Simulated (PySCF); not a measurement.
# Electron correlation in Mn (manganese, neutral)

[Ar] 3d5 4s1 4p1, high-spin 8P determinant (an excited configuration). Computed with PySCF 2.14 in aug-cc-pVTZ (8s7p5d3f2g, 93 functions), with no relativity, point nucleus. Frozen: [Ar]; 7 electrons correlated.

MP2 pair energies summed by pair of shells (mhartree):

```csv
pair,energy,share (%)
3d-3d,-72.46,78.6
3d-4s,-11.25,12.2
3d-4p,-6.44,7.0
4s-4p,-2.07,2.2
```

Total MP2 correlation energy: -92.22 mhartree.

Same-spin part -92.22 and opposite-spin part 0.00 mhartree; SCS-MP2 scales them by 1/3 and 6/5 to -30.74 mhartree.
